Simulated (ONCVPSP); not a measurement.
# zirconium (Zr) ONCV: all-electron and pseudo phase curves

- Element: zirconium
- Generator: ONCVPSP 4.0.1
- Type: optimised norm-conserving Vanderbilt (ONCV)
- Functional: PBE
- Relativity: scalar-relativistic
- Frozen core: [Kr]
- Valence charge: 4
- Reference configuration: 4d2 5s2
- Partial waves: 5s: rc 3.45 bohr, ncon 5, nbas 9, qcut 2.2 1/bohr, 2 projectors, debl 1.2 Ha; p scattering state at 0.32 Ha: rc 3.50 bohr, ncon 4, nbas 9, qcut 2.5 1/bohr, 2 projectors, debl 3.3 Ha; 4d: rc 2.50 bohr, ncon 4, nbas 9, qcut 7.2 1/bohr, 2 projectors, debl 1.8 Ha; f scattering state at 0.03 Ha: rc 3.55 bohr, ncon 5, nbas 10, qcut 3.1 1/bohr, 3 projectors, debl 3 Ha
- Local potential: polynomial inside 2.15 bohr (lpopt 3, dvloc0 1 Ha)
- Core correction: Teter function, fcfact 4, rcfact 1.6

In the p channel the program set the typed energies aside and used 0.050, 3.350 Ha.

The phase is arctan(r·R′/R) of the radial function R(r), unwrapped; energies in Ha, scanned from -2 to 5 Ha. A pole is an energy at which the radial function vanishes at the test radius. The pseudo phase is shifted by a multiple of π to meet the all-electron one at the reference energy, and phase errors are pseudo minus all-electron; the curves can meet again beyond the range given. Levels narrower than the energy grid can be missing from the lists of poles.

```tsv
channel	radius (bohr)	reference energy (Ha)	poles, all-electron	poles, pseudo	unbroken range about the reference energy with phases within 0.05 rad	phase error 1 Ha above the reference energy (rad)
s	3.51	-0.16	0.37, 2.78	0.37, 1.39, 2.84	below 1.2	-0.001
p	3.55	0.05	-1.18, 0.72, 3.14	0.65, 3.11, 3.77	-1.1 to 0.9	-0.101
d	2.54	-0.13	0.27, 3.58	0.27, 3.60	the whole range	+0.000
f	3.61	0.03	0.93, 2.36, 4.62	1.80, 3.96	below 0.2	+0.215
```

Note: ghosts flagged at negative energy: f at -438.6 eV; GHOST(+) flagged for s at 38.0 eV, p at 101.6 eV, f at 335.9 eV, f at 526.1 eV. A true bound ghost makes a file unfit for plane-wave use.

Phases in the s channel:

```json
{"E (Ha)": "-1.98", "all-electron": "1.411", "pseudo": "1.385"}
{"E (Ha)": "-1.62", "all-electron": "1.358", "pseudo": "1.356"}
{"E (Ha)": "-1.26", "all-electron": "1.309", "pseudo": "1.307"}
{"E (Ha)": "-0.90", "all-electron": "1.210", "pseudo": "1.208"}
{"E (Ha)": "-0.54", "all-electron": "0.876", "pseudo": "0.874"}
{"E (Ha)": "-0.18", "all-electron": "-0.902", "pseudo": "-0.902"}
{"E (Ha)": "0.18", "all-electron": "-1.472", "pseudo": "-1.473"}
{"E (Ha)": "0.54", "all-electron": "-1.641", "pseudo": "-1.642"}
{"E (Ha)": "0.90", "all-electron": "-1.824", "pseudo": "-1.825"}
{"E (Ha)": "1.26", "all-electron": "-2.731", "pseudo": "-2.807"}
{"E (Ha)": "1.62", "all-electron": "-4.357", "pseudo": "-7.433"}
{"E (Ha)": "1.98", "all-electron": "-4.572", "pseudo": "-7.696"}
{"E (Ha)": "2.34", "all-electron": "-4.652", "pseudo": "-7.783"}
{"E (Ha)": "2.70", "all-electron": "-4.703", "pseudo": "-7.836"}
{"E (Ha)": "3.06", "all-electron": "-4.746", "pseudo": "-7.881"}
{"E (Ha)": "3.42", "all-electron": "-4.798", "pseudo": "-7.939"}
{"E (Ha)": "3.78", "all-electron": "-4.891", "pseudo": "-8.077"}
{"E (Ha)": "4.14", "all-electron": "-5.267", "pseudo": "-9.983"}
{"E (Ha)": "4.50", "all-electron": "-7.360", "pseudo": "-10.835"}
{"E (Ha)": "4.86", "all-electron": "-7.680", "pseudo": "-10.933"}
```
